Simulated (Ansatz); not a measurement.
Computed with Ansatz on PBE0-D4/def2-TZVP structures; ΔE is electronic, products minus reactants. CBS: MP2 limit from def2 TZ/QZ plus the TZ coupled-cluster correction, frozen cores. This one scheme is used for every species. Triplets are unrestricted, without spin–orbit coupling. Elements past krypton have def2 core potentials. For In outer-core shells are correlated without core-valence functions, which leaves a few kJ/mol of doubt a bond. Each species was taken in one conformer, which may not be the lowest.

Reaction (formal loss of a carbene): `C[CH](C)[In]([OH])[SH]` → `[CH2]` (triplet) + `C[CH2][In]([OH])[SH]`

```json
{"level": "CCSD/def2-TZVPP", "ΔE (kJ/mol)": "407.7"}
{"level": "HF/def2-QZVPP", "ΔE (kJ/mol)": "275.9"}
```

Task: What does CCSD(T)/CBS give? (Estimate.)

Result: Ansatz gave: +432.7 kJ/mol. The listed levels differ from it by -25.0, -156.8 kJ/mol.

Largest T1 diagnostic among the species: 0.014.

The D4 term adds +12.8 kJ/mol with B3LYP and +7.0 kJ/mol with PBE0; it sums over pairs of atoms, weighted by their polarisabilities, and B3LYP, whose exchange is more repulsive, gets the larger term. In def2-TZVPP, CCSD(T) changes the Hartree–Fock value by +144.3 kJ/mol (the triples alone add +12.5 kJ/mol) and MP2 by +158.5 kJ/mol. From PBE to PBE0 (25 % exact exchange), in def2-TZVPP and without D4, ΔE moves by −8.7 kJ/mol.

B3LYP here is the variant with VWN-RPA as its local correlation; programs differ in this.
